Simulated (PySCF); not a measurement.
Gas-phase reaction: I₂ + H₂ + 2 SiH₂ → 2 SiH₃I

Method: PySCF energies (xtb for GFN2) plus ideal-gas RRHO corrections (1 bar). 'Table' is the NASA 1993 thermochemical table (part measured, part estimated). After a fit of one offset per element over all species, the range-separated, M06-2X, PBE0/def2-QZVP and CCSD(T)/def2-TZVPP enthalpies, where run, lie to one side of the table for I₂ (+16 kJ/mol): a fault of the table's entry, another state or a shared error of the levels is possible; this was not checked at source. † marks an energy on the PBE0/def2-TZVP geometry and frequencies; other levels use their own. MP2 freezes the core. All species are closed-shell singlets. I: scalar-relativistic def2 core potential, no spin-orbit coupling. For this reaction the table lies outside the span of B3LYP, CCSD(T), M06-2X, MP2, PBE0, r2SCAN, ωB97M-V, ωB97X-V in their largest bases here; which side is off was not settled. MP2 isn't extrapolated to the basis-set limit; its ΔH°(298 K) is -648.1 kJ in def2-SVP and -665.9 kJ in def2-TZVPP. The harmonic model lacks anharmonicity and excited electronic states, which grow with temperature; levels with a mode under 35 cm⁻¹ are left out. The table's entry may be an old estimate for SiH₂, SiH₃I (not checked at source).

log10 K (1 bar standard state):

```csv
T (K),table,BLYP/def2-TZVP†,GFN2-xTB,MP2/def2-TZVPP†
800,22.2,22.3,29.1,29.5
1200,9.9,10.2,14.9,15.0
1400,6.4,6.8,10.9,10.9
1600,3.8,4.2,7.9,7.9
2500,-2.8,-2.0,0.4,0.3
```
Ten kJ in ΔG° is worth 0.65 decades in K at 800 K and 0.21 at 2500 K.
